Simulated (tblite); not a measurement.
Species: C6H5F3N (doublet state).
Z-matrix (Å and degrees, GFN2-xTB geometry), rows numbered from 1:
```
F 
C   1  1.3254
F   2  1.3279  1  110.73
C   2  1.3286  1  125.81  3  -179.52
F   4  1.3479  2  118.37  1    -0.87
C   4  1.5044  2  125.68  1  -179.81
C   6  1.4840  4  115.28  2   -39.33
C   7  1.4833  6  108.71  4   119.31
N   8  1.4418  7  106.03  6     1.43
C   9  1.2550  8  110.18  7    -1.18
H   6  1.1014  4  105.74  2  -165.87
H   7  1.0691  6  125.52  4   -55.29
H   8  1.0981  7  113.74  6   121.15
H   8  1.0989  7  113.38  6  -117.64
H  10  1.0766  6  122.40  4    57.91
```

Computed with GFN2-xTB (tblite): harmonic, unscaled wavenumbers at the GFN2-xTB geometry, gas phase. This tight-binding method is rough: wavenumbers can miss measured ones by several per cent, in bad cases by 10 to 20. One conformer, not necessarily the lowest. Open shells enter through the occupations alone, without spin polarisation, and single modes of such species can be off by tens of per cent.

Harmonic wavenumbers (cm⁻¹): 25.8, 80.6, 116.5, 170.8, 205.9, 264.9, 305.8, 350.0, 394.5, 425.3, 451.9, 513.5, 585.7, 711.1, 769.5, 811.6, 831.5, 913.1, 945.0, 997.4, 1003.9, 1044.1, 1070.3, 1079.1, 1156.3, 1160.8, 1194.0, 1203.2, 1227.1, 1246.3, 1270.1, 1403.0, 1708.3, 1766.6, 2836.1, 2851.1, 2900.7, 3117.6, 3188.8.

A = 2330, B = 1010, C = 828.5 MHz; mass 148.037 u (most abundant isotopes); point group C1, symmetry number 1; spin multiplicity 2.

Q: What is the zero-point energy?

A: Half the sum of the wavenumbers: 21149 cm⁻¹ = 60.47 kcal/mol.

Q: Entropy at 350 K, 1 bar (ideal gas, RRHO, classical rotation)?

A: Translation 41.71, rotation 29.97, vibration 32.32, spin (R ln 2) 1.38: S = 105.4 cal/(mol K).

Q: And Cp and H(350 K) − H(0)?

A: Cp = 40.50 cal/(mol K), of which vibrations give 32.55 (their classical limit is 39 R = 77.5); H(350 K) − H(0) = 8.58 kcal/mol without the zero-point energy, 5.80 from vibrations.

Q: What must be added to the electronic energy to get the Gibbs energy at 350 K and 1 bar?

A: ZPE + [H(350 K) − H(0)] − T·S = 60.47 + 8.58 − 36.88 = 32.17 kcal/mol.

Q: Blend soft modes into free rotors: weight 1/[1 + (100 cm⁻¹/ν̃)⁴] for the oscillator and the rest for a rotor with moment μB/(μ + B), μ = h/(8π²ν), B = 10⁻⁴⁴ kg m². What vibrational entropy results?

A: 29.33 cal/(mol K) in place of 32.32, which changes −T·S at 350 K by +1.04 kcal/mol.

Q: How do the functions run with temperature in this model?

A: 
| T (K) | S (cal/(mol K)) | Cp (cal/(mol K)) | H − H(0) (kcal/mol) | G − H(0) (kcal/mol) | ln q(vib) |
| --- | --- | --- | --- | --- | --- |
| 100 | 71.6 | 17.6 | 1.26 | -5.90 | 1.95 |
| 200 | 86.8 | 27.0 | 3.50 | -13.86 | 4.34 |
| 300 | 99.5 | 36.2 | 6.66 | -23.18 | 6.74 |
| 500 | 121.7 | 51.3 | 15.51 | -45.36 | 11.46 |
| 800 | 149.0 | 64.4 | 33.08 | -86.15 | 18.12 |
| 1000 | 164.0 | 69.5 | 46.50 | -117.48 | 22.16 |

q(vib) and H(0) count from the zero-point level.

Hindered rotation and anharmonicity are outside this model. Other conformers, if any are populated, would add a mixing term that is left out. The structure is chiral; the term R ln 2 for an equal mix with its mirror image is left out.
